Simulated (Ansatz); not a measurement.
Reaction (redistribution): `F[SiH](F)O[SiH2]S` + `F[SiH2]CS` → `F[SiH2][SiH](F)F` + `SCO[SiH2]S`

Program: Ansatz. Geometries: PBE0-D4/def2-TZVP. ΔE: electronic, gas phase. CCSD(T)/CBS is the MP2 limit (def2-TZVPP, def2-QZVPP) plus CCSD(T) − MP2 in def2-TZVPP, frozen cores. DFT in def2-TZVPP. B3LYP here is the variant with VWN-RPA as its local correlation; programs differ in this. Each species was taken in one conformer, which may not be the lowest.

`F[SiH](F)O[SiH2]S`:

Z-matrix (Å, degrees):
```
Si
F 1 1.581
O 1 1.598 2 109.8
F 1 1.581 2 106.8 3 118.9
H 1 1.464 2 109.5 3 -122.8
Si 3 1.637 1 161.0 2 48.8
S 6 2.121 3 111.6 1 -178.4
H 6 1.479 3 109.3 1 -62.2
H 6 1.480 3 107.8 1 60.2
H 7 1.344 6 94.4 3 -75.5
```

`F[SiH2]CS`:

```xyz
9

F     1.781    0.688    0.447
Si    0.663    0.484   -0.684
C    -0.907   -0.073    0.151
S    -0.623   -1.570    1.136
H     0.483    1.793   -1.362
H     1.145   -0.548   -1.630
H    -1.631   -0.357   -0.617
H    -1.365    0.713    0.756
H     0.455   -1.129    1.804
```

`F[SiH2][SiH](F)F`:

Z-matrix (Å, degrees):
```
Si
Si 1 2.355
F 1 1.604 2 108.5
H 1 1.484 2 111.1 3 -119.4
H 1 1.485 2 110.4 3 118.4
F 2 1.594 1 107.5 3 -175.8
F 2 1.591 1 109.8 3 67.6
H 2 1.481 1 116.5 3 -54.8
```

`SCO[SiH2]S`:

```xyz
11

S     0.956    0.736    2.074
C     1.051   -0.598    0.858
O    -0.189   -1.005    0.348
Si   -0.820   -0.490   -1.077
S    -1.006    1.631   -1.229
H     0.743    1.723    1.188
H     1.490   -1.439    1.397
H     1.739   -0.302    0.061
H     0.079   -0.820   -2.212
H    -2.130   -1.165   -1.170
H    -1.911    1.730   -0.239
```

CCSD(T)/CBS gives +250.7 kJ/mol.

Q: Another level gave +214.3 kJ/mol. Which?
A. PBE/def2-TZVPP
B. CCSD(T)/def2-TZVPP
C. PBE0/def2-TZVPP
D. B3LYP-D4/def2-TZVPP

A: A. PBE 214.3, CCSD(T)/def2-TZVPP 249.1, PBE0 231.2, B3LYP-D4 235.9 kJ/mol.

Largest T1 diagnostic among the species: 0.012.

From PBE to PBE0 (25 % exact exchange), in def2-TZVPP and without D4, ΔE moves by +16.9 kJ/mol. In def2-TZVPP, CCSD(T) changes the Hartree–Fock value by −18.8 kJ/mol (the triples alone add −4.6 kJ/mol) and MP2 by −7.5 kJ/mol.
